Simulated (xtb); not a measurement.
Cl₂Si, triplet, from a rough starting geometry (the spin is typed, not shown lowest); GFN2-xTB in xtb 6.7.1.

Here is a job for xtb.
```
$ xtb mol.xyz --gfn 2 --uhf 2 --opt vtight --json

# file mol.xyz
3

Si     0.03445543     0.00392403     0.87986347
Cl     1.03612903     1.19570307    -0.43215801
Cl    -1.01525364    -1.25740437    -0.43537822
```

Question: Write the output that xtb gives for this input, abridged.

Answer: 
```
   ID    Z sym.   atoms
    1   14 Si     1
    2   17 Cl     2, 3

           -------------------------------------------------
          |                Calculation Setup                |
           -------------------------------------------------

           -------------------------------------------------
          |                 G F N 2 - x T B                 |
           -------------------------------------------------

          ...................................................
          :                      SETUP                      :
          :.................................................:
          :  # basis functions                  30          :
          :  # atomic orbitals                  27          :
          :  # shells                            9          :
          :  # electrons                        18          :
          :  max. iterations                   250          :
          :  Hamiltonian                  GFN2-xTB          :
          :  restarted?                      false          :
          :  GBSA solvation                  false          :
          :  PC potential                    false          :
          :  electronic temp.          300.0000000     K    :
          :  accuracy                    1.0000000          :
          :  -> integral cutoff          0.2500000E+02      :
          :  -> integral neglect         0.1000000E-07      :
          :  -> SCF convergence          0.1000000E-05 Eh   :
          :  -> wf. convergence          0.1000000E-03 e    :
          :  Broyden damping             0.4000000          :
          :  net charge                          0          :
          :  unpaired electrons                  2          :
          ...................................................

 iter      E             dE          RMSdq      gap      omega  full diag
   1    -10.7844499 -0.107844E+02  0.602E+00    1.83       0.0  T
   2    -10.7850850 -0.635048E-03  0.428E+00    1.92       1.0  T
   3    -10.7821444  0.294055E-02  0.194E+00    2.28       1.0  T
   4    -10.7860797 -0.393522E-02  0.749E-01    2.16       1.0  T
   5    -10.7862053 -0.125601E-03  0.362E-01    2.17       1.0  T
   6    -10.7862786 -0.732999E-04  0.163E-01    2.18       1.0  T
   7    -10.7863010 -0.224158E-04  0.734E-02    2.18       1.0  T
   8    -10.7863041 -0.315780E-05  0.365E-02    2.18       1.6  T
   9    -10.7863045 -0.365202E-06  0.147E-02    2.18       3.9  T
  10    -10.7863048 -0.288944E-06  0.167E-02    2.18       3.5  T
  11    -10.7863051 -0.288701E-06  0.481E-03    2.18      12.0  T
  12    -10.7863050  0.503914E-07  0.971E-03    2.18       5.9  T
  13    -10.7863051 -0.789735E-07  0.135E-03    2.18      42.8  T
  14    -10.7863051 -0.882750E-09  0.885E-04    2.18      65.2  T
  15    -10.7863051 -0.521313E-09  0.392E-04    2.18     147.2  T

   *** convergence criteria satisfied after 15 iterations ***

 transition dipole moment (au) for excitation:           9          10
     X       Y       Z
   0.4541  -0.3797   0.0017  total (au/Debye):    0.592   1.505
 dE (eV)             :    2.641
 oscillator strength :  0.32058E-01

         :::::::::::::::::::::::::::::::::::::::::::::::::::::
         ::                     SUMMARY                     ::
         :::::::::::::::::::::::::::::::::::::::::::::::::::::
         :: total energy             -10.776979169628 Eh    ::
         :: gradient norm              0.018570533152 Eh/a0 ::
         :: HOMO-LUMO gap              2.182507515809 eV    ::
         ::.................................................::
         :: SCC energy               -10.786305084056 Eh    ::
         :: -> isotropic ES            0.009644974729 Eh    ::
         :: -> anisotropic ES         -0.002996759166 Eh    ::
         :: -> anisotropic XC         -0.002519936760 Eh    ::
         :: -> dispersion             -0.002334494980 Eh    ::
         :: repulsion energy           0.009325914428 Eh    ::
[...]
 * total energy  :   -10.7769792 Eh     change       -0.1237659E-09 Eh
 * total energy  :   -10.7803406 Eh     change       -0.3361461E-02 Eh
 * total energy  :   -10.7806903 Eh     change       -0.3496796E-03 Eh
 * total energy  :   -10.7807133 Eh     change       -0.2294356E-04 Eh
 * total energy  :   -10.7807151 Eh     change       -0.1870879E-05 Eh
 * total energy  :   -10.7807152 Eh     change       -0.4547601E-07 Eh
   *** GEOMETRY OPTIMIZATION CONVERGED AFTER 6 ITERATIONS ***
         :: total energy             -10.780715170409 Eh    ::
[...]
          |                Property Printout                |
           -------------------------------------------------

    * Orbital Energies and Occupations

         #    Occupation            Energy/Eh            Energy/eV
      -------------------------------------------------------------
         1        2.0000           -1.0723565             -29.1803
         2        2.0000           -1.0629799             -28.9252
         3        2.0000           -0.6405763             -17.4310
         4        2.0000           -0.4777827             -13.0011
         5        2.0000           -0.4571304             -12.4392
         6        2.0000           -0.4568091             -12.4304
         7        2.0000           -0.4497361             -12.2379
         8        2.0000           -0.4454762             -12.1220
         9        1.0000           -0.3616589              -9.8412
        10        1.0000           -0.2746112              -7.4726 (HOMO)
        11                         -0.1896050              -5.1594 (LUMO)
        12                         -0.1719269              -4.6784
        13                         -0.0792926              -2.1577
        14                         -0.0553407              -1.5059
        15                         -0.0421368              -1.1466
        16                          0.0012098               0.0329
        17                          0.0024712               0.0672
        18                          0.0058726               0.1598
        19                          0.0058903               0.1603
        20                          0.0062191               0.1692
        21                          0.0078699               0.2142
       ...                                ...                  ...
        27                          0.6268135              17.0565
      -------------------------------------------------------------
                  HL-Gap            0.0850062 Eh            2.3131 eV
             Fermi-level           -0.3178378 Eh           -8.6488 eV

     #   Z          covCN         q      C6AA      α(0)
     1  14 Si       1.605     0.358   188.172    29.188
     2  17 Cl       0.803    -0.179   104.655    15.650
     3  17 Cl       0.803    -0.179   104.653    15.649

 Mol. C6AA /au·bohr⁶  :       1140.633503
 Mol. C8AA /au·bohr⁸  :      60088.990744
 Mol. α(0) /au        :         60.486994

Wiberg/Mayer (AO) data.
largest (>0.10) Wiberg bond orders for each atom

 ---------------------------------------------------------------------------
     #   Z sym  total        # sym  WBO       # sym  WBO       # sym  WBO
 ---------------------------------------------------------------------------
     1  14 Si   2.146 --     3 Cl   1.073     2 Cl   1.073
     2  17 Cl   1.218 --     1 Si   1.073     3 Cl   0.145
     3  17 Cl   1.218 --     1 Si   1.073     2 Cl   0.145
 ---------------------------------------------------------------------------

Topologies differ in total number of bonds
Writing topology from bond orders to xtbtopo.mol

molecular dipole:
                 x           y           z       tot (Debye)
 q only:        0.001       0.004       0.718
   full:       -0.000       0.000       0.086       0.219
molecular quadrupole (traceless):
                xx          xy          yy          xz          yz          zz
 q only:       -0.711      -2.930      -1.765       0.062      -0.007       2.476
  q+dip:       -0.019      -1.694      -0.628       0.017       0.006       0.647
   full:       -0.485      -0.858      -0.793       0.013       0.010       1.278

optimized geometry written to: xtbopt.xyz

           -------------------------------------------------
          | TOTAL ENERGY              -10.780715170409 Eh   |
          | GRADIENT NORM               0.000042648982 Eh/α |
          | HOMO-LUMO GAP               2.313137207249 eV   |
           -------------------------------------------------

normal termination of xtb
```
